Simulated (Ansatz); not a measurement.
Calculated with Ansatz (gas phase, PBE0-D4/def2-TZVP geometries, no zero-point term in ΔE). CCSD(T)/CBS adds triple-zeta CCSD(T) − MP2 to the extrapolated MP2 energy (def2 sets, frozen cores). Functionals use def2-TZVPP. B3LYP here is the variant with VWN-RPA as its local correlation; programs differ in this. def2 core potentials past Kr. For Ge, Sn outer-core shells are correlated without core-valence functions, which leaves a few kJ/mol of doubt a bond. Scalar relativity is left out up to krypton. Each species was taken in one conformer, which may not be the lowest.

`[BH2][SnH2][C]#C` + `C[CH2][GeH2][SiH3]` → `B[CH2][GeH2][SiH3]` + `C#[C][SnH2][CH3]`  (redistribution)

**Question.** Is it downhill or uphill in electronic energy at CCSD(T)/CBS, and by how much? (An estimate is asked.)

**Answer.** Computed: Downhill: ΔE = -17.6 kcal/mol.

**Question.** What do these levels give: PBE-D4, r2SCAN-D4, ωB97X-V, r2SCAN, PBE0, B3LYP, HF/def2-TZVPP, MP2/def2-TZVPP, SCS-MP2/def2-TZVPP, CCSD/def2-TZVPP, SCS-MP2/def2-QZVPP, HF/CBS(def2)? (Estimate.)

**Answer.** Computed: PBE-D4 -18.2, r2SCAN-D4 -18.7, ωB97X-V -16.3, r2SCAN -18.6, PBE0 -17.2, B3LYP -16.2, HF/def2-TZVPP -12.5, MP2/def2-TZVPP -19.0, SCS-MP2/def2-TZVPP -17.2, CCSD/def2-TZVPP -16.1, SCS-MP2/def2-QZVPP -17.4, HF/CBS(def2) -12.7 kcal/mol.

Largest T1 diagnostic among the species: 0.014.

In def2-TZVPP, CCSD(T) changes the Hartree–Fock value by −4.7 kcal/mol (the triples alone add −1.1 kcal/mol) and MP2 by −6.4 kcal/mol. The D4 term adds −0.7 kcal/mol with B3LYP and −0.3 kcal/mol with PBE0; it sums over pairs of atoms, weighted by their polarisabilities, and B3LYP, whose exchange is more repulsive, gets the larger term.
